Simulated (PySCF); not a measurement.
Species: C4H12As2.
Geometry (PBE0-D3(BJ)/def2-SVP, Å), atoms numbered from 1 in this order:
```xyz
18
C4H12As2 angstrom
C     -2.2700   -0.2478    0.9128
C     -0.9130   -0.6144    0.3332
C      0.0943    0.5329    0.2553
As    -0.6517    2.0383   -0.8329
C      1.4598    0.0861   -0.2424
As     2.3161   -1.2794    0.9365
H     -2.9039   -1.1396    1.0275
H     -2.8146    0.4659    0.2750
H     -2.1641    0.2170    1.9061
H     -0.4706   -1.4151    0.9539
H     -1.0346   -1.0560   -0.6727
H      0.2027    0.9677    1.2661
H      0.6863    2.7530   -0.9971
H     -0.4883    1.3088   -2.1660
H      2.1621    0.9332   -0.2544
H      1.3992   -0.2983   -1.2719
H      1.7857   -2.5097    0.2067
H      3.6203   -1.3119    0.1459
```

All values: B3LYP/def2-SVPD (PySCF, non-relativistic), on one gas-phase PBE0-D3(BJ)/def2-SVP geometry that isn't relaxed in the solvent. The solvent is an IEF-PCM continuum (van der Waals radii × 1.2). Specific hydrogen bonds and non-electrostatic terms are outside this model. Spin–orbit coupling is left out although an atom past zinc is present.

Gas phase at B3LYP/def2-SVPD: HOMO -6.65 eV, LUMO -0.23 eV, dipole 0.37 D.

Q: What does the continuum do to the energy, the frontier levels and the dipole at B3LYP/def2-SVPD in chloroform?

A: 
```csv
solvent,ε,E(solvent) − E(gas) (kcal/mol),polarisation term (kcal/mol),distortion of the solute (kcal/mol),HOMO (eV),LUMO (eV),dipole (D)
chloroform,4.711,-1.42,-1.60,0.18,-6.54,-0.03,0.52
```

The polarisation term is half the interaction of the solute with the surface charges that it induces; the rest is the cost of distorting the solute's density. The sum is the electrostatic part of solvation alone.

Q: How does the static polarisability (B3LYP/def2-SVPD, frozen core, with the continuum's full static response) change?

A: 
```json
{"medium": "gas", "isotropic (au)": "118.2", "principal values (au)": "96.2, 113.7, 144.8", "⟨r²⟩ of the electrons (bohr²)": "2123.9"}
{"medium": "chloroform", "isotropic (au)": "155.3", "principal values (au)": "130.7, 147.8, 187.3", "⟨r²⟩ of the electrons (bohr²)": "2125.0"}
```

The isotropic value in chloroform is 1.31 times the gas-phase one; no cavity-field correction is applied. ⟨r²⟩ is taken about the centre of nuclear charge.
